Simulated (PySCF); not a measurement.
The scaffold SiH2(OH)-X carries different groups X. Isolated molecules, 0 K electronic values unless said otherwise. One relaxed conformer stands for each flexible species; it need not be the lowest. Strings in code marks are SMILES. In the def2 sets, heavy atoms carry core potentials. All members: neutral, multiplicity 1. Level: B3LYP-D3(BJ)/def2-TZVP // PBE0-D4/def2-TZVP (PySCF), beside PBE-D3(BJ)/def2-TZVP // PBE0-D4/def2-TZVP (PySCF) at the same geometries. B3LYP has the VWN-RPA correlation part, as in Gaussian.  Orbital energies are measured against the vacuum level.

```tsv
species	LUMO, PBE (eV)	LUMO, B3LYP-D3(BJ) (eV)
`B[SiH2]O` (H–B–Si–O torsion -169°, B–Si–O–H torsion -46°)	-3.46	-2.67
`O=C(O)[SiH2]O`	-1.94	-1.12
`C#C[SiH2]O` (C–Si–O–H torsion 54°)	-1.50	-0.80
`NC(=O)[SiH2]O`	-1.40	-0.59
`CC#C[SiH2]O` (C–Si–O–H torsion 51°)	-1.17	-0.50
`CS[SiH2]O` (C–S–Si–O torsion 152°, S–Si–O–H torsion -50°)	-1.03	-0.39
`O[SiH2]CF` (H–O–Si–C torsion 60°, O–Si–C–F torsion -60°)	-0.78	-0.15
`O[SiH2]S` (H–O–Si–S torsion -52°, O–Si–S–H torsion -65°)	-0.60	withheld
```

Question: Fit y = a + b·x, y being the LUMO at the first level, to the 7 complete rows by least squares, with x = the PBE value in eV. Give a, b and the rms residual, and predict the withheld value.

Answer: Means of the 7 rows: x̄ = -1.6114, ȳ = -0.88857 eV. Σ(x − x̄)² = 4.8065 and Σ(x − x̄)(y − ȳ) = 4.5176, so b = 0.940 and a = ȳ − b·x̄ = 0.626 eV. The rms residual is 0.057 eV. At x = -0.6 the line gives 0.06 eV, outside the range of the fitted rows. The run for `O[SiH2]S` (H–O–Si–S torsion -52°, O–Si–S–H torsion -65°) gave -0.01 eV, so the line is off by 0.07 eV, within twice the rms residual.

Codes: PySCF.
